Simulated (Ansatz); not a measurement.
Born–Oppenheimer molecular dynamics of C₂H₇NOSi (12 atoms, charge 0, multiplicity 1). It starts at the highest image of a converged band, a first-order saddle point between two minima.

The calculation used RKS B3LYP-D4/def2-SVP in Ansatz.

- ensemble: NVE (velocity Verlet)
- time step: 0.5 fs
- steps asked: 200
- starting velocities drawn for: 100 K
- seed: 11889

First frame:

```xyz
12
Properties=species:S:1:pos:R:3
C -2.215 -0.608 0.811
C -1.338 0.173 0.176
O -0.179 0.619 0.729
Si 1.383 0.132 0.322
N 1.828 0.349 -1.327
H -3.149 -0.892 0.322
H -2.022 -0.962 1.826
H -1.527 0.528 -0.848
H 1.506 -1.322 0.611
H 2.234 0.989 1.178
H 1.980 1.269 -1.727
H 1.577 -0.330 -2.039
```

What does the run give?

The run went to its last step.

```yaml
steps_done: 200
time_covered: 100 fs
mean_temperature_over_the_second_half: 53 K
spread_of_the_potential_energy_over_the_second_half: 0.9 meV per atom
mean_potential_energy_of_the_second_half_above_the_start: 5.0 meV per atom
```

The conserved energy stayed within 0.072 meV per atom of its start (net change 0.066 meV per atom), so the integration is sound. The temperature averaged 0.53 of the 100 K drawn at the start: a run that starts near a minimum puts about half its kinetic energy into the potential. A run of 0.1 ps of so small a system gives no equilibrium averages. The orbitals stay closed-shell, which can raise the energy where a bond breaks towards radicals; this wasn't checked here.

What happens to the structure?

The step under study would form C1–H8 and break C2–H8. These pairs go: C1–H8 2.12 → 2.15 Å, C2–H8 1.10 → 1.13 Å. In the last frame they stand as before the step (other bonds may differ from the relaxed reactants and products). It ends as one piece, C2H7NOSi. Pairs count as bonded within 1.25 times the sum of covalent radii (0.12 Å more for H–H). Another seed would give other details.

How do temperature and energy run in time?


```tsv
time (fs)	T (K)	potential energy less start (eV)	conserved less start (meV/atom)
0.0	100	0.000	0.00
8.0	28	0.094	0.07
16.0	60	0.053	0.02
24.0	46	0.071	0.06
32.0	39	0.079	0.03
40.0	54	0.060	0.04
48.0	52	0.062	0.04
56.0	51	0.064	0.03
64.0	45	0.072	0.05
72.0	56	0.058	0.04
80.0	51	0.063	0.04
88.0	50	0.065	0.05
96.0	77	0.030	0.01
```

Time of the run: 7.2 min on 2 threads of Arm Neoverse V2, with other jobs on the host, peak memory 0.23 GiB.
